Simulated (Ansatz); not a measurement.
FH₆NOSi₂ (`N[SiH2][SiH](O)F`). Total charge 0; spin multiplicity 1. The structure was optimised at the PBE0-D4/def2-TZVP level. It is one conformer, not always the lowest.

```xyz
11

N     0.205   -0.191   -1.661
Si   -0.233    0.993   -0.461
Si   -0.005   -0.212    1.548
O     0.385   -1.731    1.070
F    -1.399   -0.203    2.338
H     1.176   -0.459   -1.729
H    -0.180   -0.085   -2.588
H     0.569    2.254   -0.488
H    -1.651    1.353   -0.728
H     1.016    0.213    2.533
H     0.118   -1.932    0.166
```

(1) What is the dipole moment at PBE/def2-TZVPP? (An estimate is asked.)

(2) And with r2SCAN, B3LYP, ωB97M-V? (Estimate.)

(3) Give the Mulliken charges with PBE, B3LYP, r2SCAN in def2-TZVPP. (Best estimate.)

Answers

(1) Computed: 3.28 D, with components (1.08, 0.42, -3.07) D in this frame, pointing from negative to positive charge.

(2) Ansatz gave: r2SCAN 3.33 D, B3LYP 3.37 D, ωB97M-V 3.37 D.

(3) Computed: 
| atom | PBE | B3LYP | r2SCAN |
| --- | --- | --- | --- |
| N1 | -0.42 | -0.43 | -0.48 |
| Si2 | 0.18 | 0.26 | 0.29 |
| Si3 | 0.57 | 0.66 | 0.66 |
| O4 | -0.34 | -0.39 | -0.41 |
| F5 | -0.28 | -0.32 | -0.32 |
| H6 | 0.16 | 0.14 | 0.16 |
| H7 | 0.15 | 0.14 | 0.16 |
| H8 | -0.08 | -0.09 | -0.10 |
| H9 | -0.05 | -0.06 | -0.06 |
| H10 | -0.10 | -0.10 | -0.11 |
| H11 | 0.19 | 0.19 | 0.21 |

B3LYP here is the variant with VWN-RPA as its local correlation; programs differ in this.
